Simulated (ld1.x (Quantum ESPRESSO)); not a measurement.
**An all-electron radial function and its pseudo partner (nickel)**

Columns: radius, all-electron u(r) and pseudo u(r) of the 4p shell (level -1.34 eV) of nickel in the configuration [Ar] 3d8 4s2 4p0; LDA (PZ), scalar-relativistic, PAW scheme, ld1.x (Quantum ESPRESSO) 7.5.

```tsv
r (bohr)	all-electron	pseudo
0.130	0.1024	0.0034
0.260	0.0057	0.0135
0.390	-0.1162	0.0298
0.520	-0.1708	0.0517
0.650	-0.1624	0.0784
0.780	-0.1156	0.1088
0.910	-0.0506	0.1420
1.040	0.0200	0.1768
1.170	0.0895	0.2121
1.300	0.1542	0.2472
1.430	0.2129	0.2811
1.560	0.2648	0.3133
1.690	0.3102	0.3432
1.820	0.3493	0.3707
1.950	0.3827	0.3956
2.080	0.4108	0.4178
2.210	0.4341	0.4373
2.340	0.4531	0.4542
2.470	0.4683	0.4685
2.600	0.4801	0.4801
2.730	0.4887	0.4887
2.860	0.4946	0.4946
2.990	0.4981	0.4981
3.120	0.4994	0.4994
3.250	0.4988	0.4988
3.380	0.4966	0.4966
```

(1) How many radial nodes do the two functions have?

(2) At about which radius was the pseudo-wave matched?

(3) Where does each function peak?

(4) Is the pseudo-wave norm-conserving?

Answers

(1) The all-electron 4p function has n − l − 1 = 2; the pseudo-wave has 0, since the states of the same l below it are removed with the core.

(2) 2.60 bohr, where the columns begin to agree (steps of 0.13 bohr).

(3) Outermost all-electron maximum near 3.12 bohr, pseudo maximum near 3.12 bohr (to the table’s step).

(4) No, it belongs to a PAW set: the norm inside the radius is not constrained, and the difference is carried by the augmentation charge.
